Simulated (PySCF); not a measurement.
Computed IR spectrum (relative IR intensity) of a molecule C3H7AlO2. Geometry optimised at B3LYP-D3(BJ)/def2-SVP. The values are those of a single conformer. Level of theory: B3LYP-D3(BJ)/def2-SVP in PySCF 2.14.0. Frequencies are harmonic and unscaled.

```csv
ν (cm⁻¹),relative intensity
203,2.8
225,13
280,6.3
373,82
397,5.3
407,9.1
536,5.6
581,31
613,100
658,8.1
707,12
830,41
903,15
938,18
943,31
1035,5.6
1102,26
1200,7.8
1407,3.0
1440,2.1
1699,14
3024,2.5
3117,8.1
3224,4.6
3899,22
3917,31
```

Question: Which molecule gave these data?
(A) C=C[CH2][Al]([OH])[OH]
(B) C=[CH][Al]([OH])[O]C
(C) [CH3][AlH][O]C(C)=O

Answer: A, C=C[CH2][Al]([OH])[OH]
